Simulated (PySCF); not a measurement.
Cu⁺: excitation energy

Cu⁺ [Ar] 3d10 (1S) → Cu⁺ [Ar] 3d9 4p1 (high-spin determinant), as a difference of total energies. Calculation: PySCF 2.14, in dyall-av2z; the non-relativistic Hamiltonian (point nucleus). Correlated levels: valence: [Ar] frozen; virtual orbitals above 40 to 60 times the deepest correlated orbital energy dropped. The calculations carry no spin-orbit coupling.

```json
{"method": "UHF", "excitation energy (cm⁻¹)": "50209"}
{"method": "LDA", "excitation energy (cm⁻¹)": "73453"}
{"method": "PBE", "excitation energy (cm⁻¹)": "69146"}
{"method": "PBE0", "excitation energy (cm⁻¹)": "65939"}
{"method": "r2SCAN", "excitation energy (cm⁻¹)": "65529"}
{"method": "HSE06", "excitation energy (cm⁻¹)": "65753"}
{"method": "wB97X-V", "excitation energy (cm⁻¹)": "69136"}
{"method": "B97-3", "excitation energy (cm⁻¹)": "67409"}
{"method": "TPSSh", "excitation energy (cm⁻¹)": "66606"}
{"method": "MP2 (valence)", "excitation energy (cm⁻¹)": "73899"}
{"method": "SCS-MP2 (valence)", "excitation energy (cm⁻¹)": "71341"}
```

A first-order spin-orbit estimate (lowest level to lowest level, LS coupling) adds -0.079 eV.

The determinant of the upper state mixes LS terms, which raises its energy above the lowest term, most at the Hartree-Fock and MP2 levels.
